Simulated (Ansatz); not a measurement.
A geometry optimisation of GeH6PSi+ with PBE-D3(BJ)/def2-SVP

The starting geometry of this gas-phase singlet was optimised with GFN2-xTB.

```xyz
9

Ge    1.3175    0.0897    1.0357
P     0.8899    1.9000   -0.5802
Si   -0.8557   -0.9528    0.5139
H    -2.0473   -0.6409   -0.3028
H    -1.3087   -2.1775    1.1963
H     0.3915    0.9936    1.9941
H    -0.2631    2.6002   -0.8929
H     1.6739    2.9828   -0.2315
H     1.3754    1.7478   -1.8668
```

Q: Predict what it relaxes into with PBE-D3(BJ)/def2-SVP.

A: A new bond forms, giving a structure with H6 bridging Ge1 and Si3, given below by its coordinates. Distances that change by over a tenth: Ge1–H6 (1.61 → 1.93 Å). Contacts that close: Si3–H6 (2.75 → 1.67 Å).

The energy falls by 0.74 eV over 18 steps:

```
step  E − E(last) (eV)
   1             0.744
   3             0.463
   5             0.278
   7             0.029
   9             0.008
  10             0.008
  12             0.001
  14             0.000
  16             0.000
  18             0.000
```

Final geometry (Å):

```xyz
9

Ge    1.5230   -0.0524    0.8672
P     0.9378    1.8863   -0.6135
Si   -0.7179   -0.7606    0.6018
H    -1.8318   -0.0497   -0.1140
H    -1.1726   -1.9147    1.4408
H    -0.1678    0.3497    1.7150
H    -0.4097    2.2017   -0.9657
H     1.4478    3.1462   -0.1804
H     1.5648    1.7363   -1.8855
```

The end wasn't checked by frequencies. Run with Ansatz 0.2.0, 24 s on 2 threads of Arm Neoverse V1 (shared host).
